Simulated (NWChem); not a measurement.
# C2H4BNO2; SMILES COBN=C=O

```xyz
10

B     -0.4875    -0.5540     0.0745
H     -1.4591    -1.0042     0.6424
N      0.0338     0.7180     0.4417
C      0.3008     1.7888     0.9001
O      0.5827     2.8371     1.3308
O      0.1228    -1.2330    -0.9095
C     -0.3135    -2.4944    -1.3458
H     -0.5542    -2.4454    -2.4187
H      0.4955    -3.2281    -1.2078
H     -1.2045    -2.8353    -0.7934
```
Atoms are numbered in this order, from 1.

Structure relaxed at the PBE0/def2-SVP level. B3LYP is NWChem's, with the RPA form of VWN correlation.

Q: Give the principal values of the shielding tensors (ppm) of B1, N3, C4, O5, O6 from B3LYP/6-31G* (spherical d), GIAO (NWChem), with their diamagnetic and paramagnetic parts as GIAO splits them.

A: 
```json
[
 {"atom": "B1", "σ11": "74.9", "σ22": "92.6", "σ33": "101.1", "isotropic": "89.5", "diamagnetic": "203.5", "paramagnetic": "-114.0"},
 {"atom": "N3", "σ11": "129.0", "σ22": "173.2", "σ33": "317.3", "isotropic": "206.5", "diamagnetic": "314.4", "paramagnetic": "-107.9"},
 {"atom": "C4", "σ11": "-8.8", "σ22": "-8.1", "σ33": "260.6", "isotropic": "81.3", "diamagnetic": "270.4", "paramagnetic": "-189.1"},
 {"atom": "O5", "σ11": "117.5", "σ22": "158.8", "σ33": "330.6", "isotropic": "202.3", "diamagnetic": "397.8", "paramagnetic": "-195.4"},
 {"atom": "O6", "σ11": "-28.2", "σ22": "229.3", "σ33": "347.3", "isotropic": "182.8", "diamagnetic": "389.3", "paramagnetic": "-206.6"}
]
```
